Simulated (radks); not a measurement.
Values are calculated unless marked as measured or tabulated.
Te6+, 46 electrons, occupied as [Kr] 4d10 (the NIST ground configuration). Level of theory: Dirac Kohn-Sham, PBE, spin-unpolarised, spherical densities, finite nucleus; Fermi nuclear charge, rms radius 4.7423 fm (a radial shooting solver on a logarithmic mesh with Libxc functionals).

Spin-orbit splittings of the eigenvalues, e(l+1/2) - e(l-1/2), with zeta = 2 splitting/(2l+1) and mean radii in bohr:

shell	occ.	splitting (eV)	zeta (eV)	<r> j=l-1/2	<r> j=l+1/2
2p	6	274.5	183.0	0.1008	0.1064
3p	6	51.18	34.12	0.3121	0.3236
3d	10	10.70	4.282	0.2946	0.2982
4p	6	9.801	6.534	0.7977	0.8252
4d	10	1.531	0.6125	0.9386	0.9489
